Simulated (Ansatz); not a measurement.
Species: C$_{3}$H$_{4}$O, charge 0, singlet. C3H4O (SMILES C#CCO).
B3LYP-D3(BJ)/def2-TZVP minimum from Ansatz (a program for electronic structure):
```xyz
8

C      1.9165    -0.0504    -0.1660
C      0.7505    -0.2424     0.0420
C     -0.6727    -0.4318     0.3116
O     -1.4929     0.5840    -0.2542
H      2.9487     0.1100    -0.3594
H     -0.8259    -0.5046     1.3955
H     -1.0125    -1.3707    -0.1287
H     -1.1322     1.4407     0.0008
```
Charge 0, spin multiplicity 1.

Wanted: atomisation energy (electronic, to ground-state atoms), in kcal/mol. Open shells are spin-unrestricted; no spin-orbit coupling. CBS(X,Y): correlation extrapolated as X^-3, Hartree-Fock from the larger set. A bracket is a step between two methods taken in the basis named. Functionals run without relativity, which enters their misses. Double hybrids freeze cores in their MP2 part. 'core' is core correlation in cc-pwCVTZ, 'X2C' scalar relativity in cc-pVTZ-DK, both at CCSD(T). For partners of very few electrons the exact lower level stands in for a higher one.

CCSD(T)/CBS(cc-pVTZ,cc-pVQZ) + [CCSDT(Q) - CCSD(T)]/cc-pVDZ + core + X2C (Ansatz) gives 800.7 kcal/mol.

### Question
What does PBE/def2-TZVPD (Ansatz) give here, and how do the other levels compare?

### Answer
PBE gives 821.0 kcal/mol, 20.3 kcal/mol above it. Differences of the others: PBE0/def2-TZVPD (Ansatz) -1.1; wB97M-V/def2-TZVPD (Ansatz) -2.2; B2PLYP/def2-TZVPD (Ansatz) -10.7; CCSD(T)/CBS(cc-pVTZ,cc-pVQZ) + core + X2C (Ansatz) -0.8 kcal/mol. Nearer than PBE: PBE0/def2-TZVPD, wB97M-V/def2-TZVPD, B2PLYP/def2-TZVPD, CCSD(T)/CBS(cc-pVTZ,cc-pVQZ) + core + X2C.
